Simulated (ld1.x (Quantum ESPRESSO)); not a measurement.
Transferability test, ultrasoft potential for Tl

ld1.x (Quantum ESPRESSO) 7.5 input, shortened:

```
&input
   title='Tl', zed=81., rel=1, dft='PBESOL', iswitch=3,
   config='[Xe] 4f14 5d10 6s1.5 6p1.5'
 /
 &inputp
   pseudotype=3, tm=.true., lloc=-1, rcloc=1.00,
   nlcc=.false.,
   which_augfun='PSQ', rmatch_augfun_nc=.true.
 /
6
5S  1  0   2.00   0.00  1.15  1.25  0.0
6S  2  0   1.50   0.00  1.15  1.25  0.0
5P  2  1   6.00   0.00  1.70  2.00  0.0
6P  3  1   1.50   0.00  1.70  2.00  0.0
5D  3  2  10.00   0.00  1.15  1.25  0.0
5D  3  2   0.00   1.30  1.15  1.25  0.0
 &test
   configts(1)='5s2 5p6 5d10 6s1.5 6p1.5'
 /
```

Energies are relative to the spin-unpolarised reference configuration 5s2 5p6 5d10 6s1.5 6p1.5; without spin polarisation the order of configurations can differ from experiment.

| valence configuration | charge | ΔE all-electron (eV) | error AE − PS (meV) |
| --- | --- | --- | --- |
| 5s2 5p6 5d10 6s2 6p0 | +1 | 1.475 | -7.0 |
| 5s2 5p6 5d10 6s1 6p0 | +2 | 22.318 | -15 |
| 5s2 5p6 5d10 6s2 6p0.5 | +0.5 | -1.825 | -2.2 |
| 5s2 5p6 5d10 6s2 6p1.3 | -0.3 | -4.163 | +0.4 |
| 5s2 5p6 5d9 6s2 6p2 | 0 | 11.027 | +11 |

Task: What are ΔE and the potential's error for 5s2 5p6 5d10 6s2 6p1?

Result: ΔE = -3.672 eV all-electron; the error (AE − PS) is -0.1 meV.

Task: What are ΔE and the potential's error for 5s2 5p6 5d10 6s1 6p2?

Result: ΔE = 3.777 eV all-electron; the error (AE − PS) is -1.2 meV.

ld1.x printed “convergence not achieved” for 1 of the counted tests; its residual had stalled under 1e-8, short of the target of 1e-14.

Note: ghost state, extra bound levels that the all-electron valence spectrum of the same l lacks: s at -29.1 eV. A true bound ghost makes a file unfit for plane-wave use.
